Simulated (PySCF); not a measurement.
Vertical excitations of a molecule C6H5O, multiplicity 2 from TDA-ωB97X/def2-SVPD in PySCF, as energy in eV (oscillator strength): 2.64 (0.002), 3.96 (0.000), 4.16 (0.000), 4.22 (0.002), 4.87 (0.000), 5.18 (0.000), 5.32 (0.046), 5.61 (0.005), 5.91 (0.008), 6.35 (0.004). Geometry: PBE0-D3(BJ)/def2-SVP. One conformer was computed; it need not be the lowest.

Problem. Which molecule gave these data?
A. Oc1[c]cccc1
B. Oc1cc[c]cc1
C. Oc1c[c]ccc1
D. [O]c1ccccc1

Solution. B, Oc1cc[c]cc1
